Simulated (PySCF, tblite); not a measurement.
Species: 3-furoic acid, C₅H₄O₃.
Bonds: O1–C2 (double), C2–O3, C2–C4, C4–C5 (aromatic), C5–C6 (aromatic), C6–O7 (aromatic), O7–C8 (aromatic), C4–C8 (aromatic). Hydrogens: H9 on O3; H10 on C5; H11 on C6; H12 on C8.

Computed with GFN2-xTB (tblite), gas phase: nudged elastic band of 9 images (0 to 8), spring 0.2 eV/Å², climbing image at the end, force threshold 0.05 eV/Å. No saddle search or frequency run followed, so the top image need not be a first-order saddle, and its height can exceed the method's true barrier by a kcal/mol or more.

Path: rotation about C4–C2 (substituted aromatic carbon, carboxylic acid carbon), followed by the dihedral C5–C4–C2–O3.

Image 0 (start, dihedral 0°):
```
atom  x, y, z in Å
O1      2.173   -1.223    0.654
C2      1.572   -0.341    0.094
O3      2.192    0.610   -0.623
C4      0.119   -0.175    0.109
C5     -0.661    0.836   -0.525
C6     -1.950    0.552   -0.211
O7     -2.023   -0.549    0.562
C8     -0.781   -0.985    0.754
H9      3.150    0.460   -0.605
H10    -0.289    1.642   -1.121
H11    -2.873    1.035   -0.465
H12    -0.630   -1.862    1.351
```

Image 8 (end, 0.000 eV, dihedral 180°):
```
atom  x, y, z in Å
O1      2.109    0.232   -1.330
C2      1.568   -0.071   -0.298
O3      2.251   -0.526    0.768
C4      0.130    0.001   -0.044
C5     -0.872    0.436   -0.960
C6     -2.048    0.332   -0.292
O7     -1.847   -0.131    0.958
C8     -0.540   -0.330    1.107
H9      3.198   -0.559    0.558
H10    -0.705    0.769   -1.962
H11    -3.058    0.548   -0.578
H12    -0.184   -0.702    2.047
```

Question: What do the inner images look like?

Answer: 
Image 1: +0.029 eV, dihedral 24°
```
atom  x, y, z in Å
O1      2.138   -1.420    0.248
C2      1.567   -0.389    0.000
O3      2.215    0.729   -0.360
C4      0.116   -0.196    0.066
C5     -0.675    0.781   -0.604
C6     -1.952    0.551   -0.208
O7     -2.007   -0.479    0.656
C8     -0.766   -0.935    0.813
H9      3.171    0.566   -0.367
H10    -0.322    1.520   -1.292
H11    -2.877    1.030   -0.459
H12    -0.605   -1.758    1.481
```

Image 2: +0.096 eV, dihedral 46°
```
atom  x, y, z in Å
O1      2.106   -1.480   -0.164
C2      1.564   -0.409   -0.087
O3      2.240    0.748   -0.082
C4      0.112   -0.200    0.030
C5     -0.701    0.733   -0.674
C6     -1.963    0.542   -0.209
O7     -1.985   -0.418    0.730
C8     -0.739   -0.873    0.865
H9      3.193    0.576   -0.130
H10    -0.379    1.413   -1.435
H11    -2.895    1.008   -0.458
H12    -0.553   -1.641    1.589
```

Image 3: +0.164 eV, dihedral 69°
```
atom  x, y, z in Å
O1      2.079   -1.413   -0.563
C2      1.564   -0.403   -0.169
O3      2.264    0.678    0.196
C4      0.110   -0.190   -0.002
C5     -0.736    0.683   -0.743
C6     -1.978    0.526   -0.214
O7     -1.959   -0.360    0.793
C8     -0.701   -0.798    0.914
H9      3.216    0.511    0.104
H10    -0.450    1.308   -1.562
H11    -2.920    0.971   -0.461
H12    -0.487   -1.514    1.682
```

Image 4 (top): +0.189 eV, dihedral 91°
```
atom  x, y, z in Å
O1      2.060   -1.227   -0.917
C2      1.563   -0.372   -0.237
O3      2.280    0.526    0.449
C4      0.110   -0.167   -0.030
C5     -0.775    0.630   -0.808
C6     -1.995    0.501   -0.223
O7     -1.928   -0.307    0.845
C8     -0.658   -0.709    0.960
H9      3.231    0.378    0.317
H10    -0.525    1.204   -1.676
H11    -2.951    0.919   -0.466
H12    -0.411   -1.376    1.762
```

Image 5: +0.156 eV, dihedral 114°
```
atom  x, y, z in Å
O1      2.055   -0.937   -1.189
C2      1.562   -0.317   -0.288
O3      2.284    0.305    0.653
C4      0.113   -0.133   -0.054
C5     -0.814    0.577   -0.867
C6     -2.013    0.468   -0.235
O7     -1.896   -0.259    0.886
C8     -0.612   -0.612    1.000
H9      3.233    0.183    0.488
H10    -0.598    1.098   -1.776
H11    -2.984    0.850   -0.477
H12    -0.330   -1.225    1.833
```

Image 6: +0.087 eV, dihedral 136°
```
atom  x, y, z in Å
O1      2.068   -0.578   -1.354
C2      1.561   -0.244   -0.317
O3      2.275    0.041    0.783
C4      0.119   -0.090   -0.070
C5     -0.847    0.529   -0.913
C6     -2.028    0.429   -0.250
O7     -1.867   -0.214    0.919
C8     -0.572   -0.516    1.032
H9      3.223   -0.051    0.600
H10    -0.662    0.992   -1.859
H11    -3.016    0.764   -0.494
H12    -0.254   -1.063    1.898
```

Image 7: +0.025 eV, dihedral 158°
```
atom  x, y, z in Å
O1      2.095   -0.179   -1.401
C2      1.564   -0.160   -0.322
O3      2.257   -0.245    0.828
C4      0.125   -0.043   -0.073
C5     -0.870    0.483   -0.947
C6     -2.041    0.385   -0.267
O7     -1.846   -0.170    0.944
C8     -0.544   -0.421    1.063
H9      3.206   -0.306    0.636
H10    -0.708    0.882   -1.926
H11    -3.043    0.663   -0.522
H12    -0.194   -0.888    1.962
```

The largest changes of bonds and angles from start to top: C2–C4 1.462 → 1.483 Å, O7–C8 1.330 → 1.338 Å, C6–O7 1.348 → 1.340 Å, C4–C8 1.372 → 1.365 Å, O3–C2–C4 112.6 → 111.2°, C2–O3–H9 109.7 → 110.6°, O1–C2–C4 125.0 → 125.7°. GFN2-xTB torsional profiles can miss by a kcal/mol or more and can put conformers in the wrong order.

Question: What do single points at PBE0/pcSseg-1 (PySCF, no dispersion term) give on some images?

Answer: 
| image | GFN2-xTB E (eV) | DFT E (eV) | HOMO (eV) | LUMO (eV) | dipole (D) |
| --- | --- | --- | --- | --- | --- |
| 0 | 0.000 | 0.000 | -7.19 | -0.98 | 2.01 |
| 2 | 0.096 | 0.176 | -7.10 | -0.64 | 1.89 |
| 4 | 0.189 | 0.352 | -7.03 | -0.08 | 1.64 |
| 6 | 0.087 | 0.165 | -7.13 | -0.68 | 1.56 |
| 8 | 0.000 | -0.011 | -7.22 | -0.99 | 1.59 |

Energies count from image 0 at each level. At the GFN2-xTB top the DFT energy is 8.1 kcal/mol against 4.4; the geometries weren't optimised at the DFT level.

What follows is the cost of the whole band run. The run took 1.9 s wall on one thread of an Arm Neoverse V1, shared host, and the process peaked at 0.19 GiB of memory.
